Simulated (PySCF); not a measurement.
# A small calculation by hand: entropy of an ideal gas

W(NH)(S)(Cl)(Me) (CH4ClNSW), SMILES [CH3][W](=[NH])(=[S])[Cl], multiplicity 1.

Coordinates come from a PBE-D3(BJ)/def2-SVP optimisation. The spin state was assumed, not searched. The structure was generated by enumeration; whether it is a known compound was not checked. The def2 effective core potentials stand for the cores of W; spin–orbit coupling is left out.

PBE-D3(BJ)/def2-SVP (PySCF) gives the harmonic wavenumbers 113, 135, 169, 188, 220, 241, 385, 505, 536, 543, 592, 627, 694, 978, 1153, 1340, 1354, 2951, 3054, 3082, 3524 cm⁻¹ and the rotational temperatures 0.1155, 0.0760, 0.0639 K. The molar mass is 281.40 g/mol, the symmetry number 1, the spin multiplicity 1.

Problem. Work out the entropy at 298.15 K and 1 atm in the rigid-rotor, harmonic-oscillator model.

Solution. 
Translation (Sackur–Tetrode at 1 atm): S = R[1.5 ln M + 2.5 ln T − 1.16487] = 179.1 J/(mol K).
Rotation: q = (√π/σ) T^1.5/√(θA θB θC) = 385000, S = R[ln q + 3/2] = 119.4 J/(mol K).
Vibration: with u = 1.4388 ν/T, each mode gives R[u/(e^u − 1) − ln(1 − e^−u)]:
| ν (cm⁻¹) | modes | u | S (J/(mol K)) |
|---|---|---|---|
| 113 | 1 | 0.55 | 13.46 |
| 135 | 1 | 0.65 | 12.02 |
| 169 | 1 | 0.82 | 10.24 |
| 188 | 1 | 0.91 | 9.40 |
| 220 | 1 | 1.06 | 8.20 |
| 241 | 1 | 1.16 | 7.51 |
| 385 | 1 | 1.86 | 4.27 |
| 505 | 1 | 2.44 | 2.70 |
| 536 | 1 | 2.59 | 2.40 |
| 543 | 1 | 2.62 | 2.34 |
| 592 | 1 | 2.86 | 1.94 |
| 627 | 1 | 3.03 | 1.70 |
| 694 | 1 | 3.35 | 1.31 |
| 978 | 1 | 4.72 | 0.43 |
| 1153 | 1 | 5.56 | 0.21 |
| 1340 | 1 | 6.47 | 0.10 |
| 1354 | 1 | 6.53 | 0.09 |
The stiffer modes add less than 0.005 each. Sum 78.3 J/(mol K).
Spin: R ln 1 = 0.0 J/(mol K).
Total 376.8 J/(mol K); the program's own thermochemistry gives 376.8. Translation makes up 48 % and vibration 21 %. Anharmonicity, hindered rotation and orbital degeneracy are left out.
